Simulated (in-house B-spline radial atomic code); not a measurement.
**The fluorine ion F³⁺: [He] 2s2 2p1 5d1 (an excited or competing configuration)**

All numbers are computed (Dirac-Hartree-Fock, average of configuration; Fermi nucleus of rms radius 2.8976 fm) with a radial B-spline atomic code at the basis-set limit, not measured.

Effective charges: Z_r = [3n² - l(l+1)]/(2<r>) from the radius, Z_e = n√(-2ε) from the energy, and Slater's rules. Values are occupation-weighted means over j.

```tsv
shell	electrons	ε (eV)	<r> (bohr)	Z_r	Z_e	Slater
1s	2	-828.35	0.1746	8.59	7.80	8.70
2s	2	-122.73	0.8425	7.12	6.01	6.60
2p	1	-110.26	0.7661	6.53	5.69	6.60
5d	1	-8.9585	8.346	4.13	4.06	4.00
```

The least bound orbital is 5d5/2 at -8.958 eV, and it is also the most diffuse (<r> = 8.346 bohr).

Spin-orbit splittings of the orbital energies (j = l + 1/2 above j = l - 1/2 when positive): 2p 0.106 eV, 5d 0.0003955 eV.

For the 1s electron the small component carries 0.0999 % of the norm, the zero-frequency Breit interaction raises the level by 0.257 eV, self-energy by 0.09946 eV, and vacuum polarisation lowers it by 0.005099 eV.
